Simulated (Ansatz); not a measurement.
Abridged output of a molecular run in Ansatz:

```
Functional definition: HF
1656 factors; integrals over basis functions are off by at most 1.1e-3 eV
mean field evaluation 1: about -21177.8798 eV, gradient 3.0e1 eV
mean field evaluation 2: about -21178.1050 eV, gradient 3.0e1 eV
mean field evaluation 4: about -21181.5457 eV, gradient 3.7e0 eV
mean field evaluation 8: about -21181.6175 eV, gradient 2.3e-1 eV
mean field -21181.61786959 eV, -778.4100992912 hartree, gradient 8.0e-6 eV, S^2 0.000000; 0 other end points of the search recorded, 0 dependent functions left out
13 core orbitals not correlated: weight in the atoms' cores, before any rotation towards them, 1.000 or more for the frozen orbitals, at most 0.000 for the correlated occupied ones
reference -21181.61786959 eV, -778.4100992912 hartree; 14, 14 occupied and 262, 262 virtual orbitals, 1656 factors
second order -18.45623087 eV of doubles, -0.00000000 eV of singles
cycle   1  -19.84001671 eV  change    -1.4e0 eV  update   1.0e-1
cycle   2  -20.41505960 eV  change   -5.8e-1 eV  update   3.2e-2
cycle   3  -20.50893409 eV  change   -9.4e-2 eV  update   1.6e-2
cycle   4  -20.50115963 eV  change    7.8e-3 eV  update   5.4e-3
cycle   5  -20.49840379 eV  change    2.8e-3 eV  update   2.3e-3
cycle   6  -20.49823574 eV  change    1.7e-4 eV  update   7.9e-4
cycle   7  -20.49822377 eV  change    1.2e-5 eV  update   2.6e-4
cycle   8  -20.49830731 eV  change   -8.4e-5 eV  update   1.0e-4
cycle   9  -20.49832531 eV  change   -1.8e-5 eV  update   3.3e-5
perturbative correction -0.85086345 eV, -0.0312686552 hartree
Total energy: -21202.96705836 eV, -779.1946675073 hartree
```

Its atoms:

Cartesian coordinates in Å:
```
C 0.806 1.083 -1.048
B -0.016 0.301 0.027
Si -1.518 -0.904 -0.610
B 0.274 0.361 1.648
S 1.445 -0.674 2.498
H 1.636 0.396 -1.284
H 1.270 2.007 -0.697
H 0.292 1.261 -1.996
H -1.212 -1.508 -1.940
H -2.722 -0.035 -0.780
H -1.882 -2.002 0.327
H -0.323 1.086 2.393
H 1.950 -1.371 1.463
```

Which basis set was used?
A. def2-TZVPP
B. def2-SVPD
C. def2-QZVPP
D. cc-pV(D+d)Z

A. It gives 289 functions.

Write the keys of the input that set method, charge and spin (a neutral closed shell needs none for the last two).


```yaml
correlation: {method: ccsd_t}
```
